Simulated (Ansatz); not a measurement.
Compare A (`CO[CH2][SbH2]`) with its isomer B (`C[CH2][SbH][OH]`).

Isolated molecules relaxed with PBE0-D4/def2-TZVP in Ansatz; ΔE leaves out vibrations. CCSD(T)/CBS adds triple-zeta CCSD(T) − MP2 to the extrapolated MP2 energy (def2 sets, frozen cores). DFT in def2-TZVPP. B3LYP here is the variant with VWN-RPA as its local correlation; programs differ in this. def2 core potentials past Kr. For Sb outer-core shells are correlated without core-valence functions, which leaves a few kJ/mol of doubt a bond. Each species was taken in one conformer, which may not be the lowest.

A:

```xyz
11

C    -1.120    1.262    0.829
O     0.157    0.764    0.521
C     0.114   -0.253   -0.442
Sb    2.168   -0.881   -0.781
H    -0.996    2.044    1.578
H    -1.607    1.688   -0.059
H    -1.768    0.474    1.236
H    -0.492   -1.104   -0.107
H    -0.299    0.110   -1.395
H     2.155   -2.005    0.508
H     1.687   -2.098   -1.888
```

B:

```xyz
11

C     0.886   -1.036    0.968
C    -0.264   -0.118    0.589
Sb   -0.525    0.071   -1.540
O    -1.361    1.858   -1.394
H     1.838   -0.666    0.579
H     0.986   -1.117    2.054
H     0.745   -2.050    0.583
H    -0.111    0.902    0.951
H    -1.211   -0.475    0.998
H     1.074    0.675   -1.742
H    -2.057    1.956   -2.047
```

(1) Which isomer does CCSD(T)/CBS put lower? Give the gap. (Best estimate.)

(2) Give E(B) − E(A) in kcal/mol with CCSD(T)/def2-TZVPP, ωB97M-V, HF/def2-TZVPP, B3LYP-D4, B2PLYP, MP2/def2-TZVPP, PBE0-D4. (Estimate.)

Largest T1 diagnostic: 0.013.

Answers

(1) Computed: B, by 35.7 kcal/mol.

(2) Ansatz gave: CCSD(T)/def2-TZVPP -32.9, ωB97M-V -32.9, HF/def2-TZVPP -29.9, B3LYP-D4 -32.2, B2PLYP -33.4, MP2/def2-TZVPP -35.9, PBE0-D4 -32.2. None reverses the order clearly.

In def2-TZVPP, CCSD(T) changes the Hartree–Fock value by −2.9 kcal/mol (the triples alone add −0.4 kcal/mol) and MP2 by −6.0 kcal/mol.
